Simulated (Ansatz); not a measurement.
The cluster Ag2Au⁻. Charge -1, multiplicity 3. Geometry r2SCAN-D4/def2-TZVP, that of the neutral doublet; atoms count from 1.

```xyz
3

Au   -1.366   -0.553    0.544
Ag    1.046    0.572    0.941
Ag    0.320   -0.019   -1.485
```

In the def2 sets Ag, Au take a core potential; there is no spin–orbit coupling. The highest occupied level of the charge -1 triplet lies above zero (up to 0.06 eV). By energy differences its removal costs 1.39 eV (vertical, to the charge 0 doublet, at PBE0-D4/def2-TZVPD); a positive level beside a positive removal energy at the same level points to self-interaction error. The structure comes from a short search, and lower isomers may exist.

Question: Estimate the Mulliken populations from the PBE0/def2-TZVPD orbitals of Ansatz.

Answer: 
| atom | charge (e) | spin (α − β) | d electrons |
| --- | --- | --- | --- |
| Au1 | -0.24 | 0.55 | 9.85 |
| Ag2 | -0.38 | 0.73 | 9.92 |
| Ag3 | -0.38 | 0.73 | 9.92 |
Mulliken values and Mayer orders depend strongly on the basis. With diffuse functions, as here, like atoms can get unlike values, and bond orders can come out too low or too high.

Question: Where does the spin sit?

Answer: Summed by element: Au 0.55, Ag 1.45, of 2 unpaired in all. Largest on single atoms: Ag2 0.73, Ag3 0.73, Au1 0.55.

Question: And the Mayer bond orders between bonded heavy atoms (over 0.3)?

Answer: Au1–Ag2 0.68 (2.69 Å); Au1–Ag3 0.68 (2.69 Å); Ag2–Ag3 0.82 (2.60 Å).
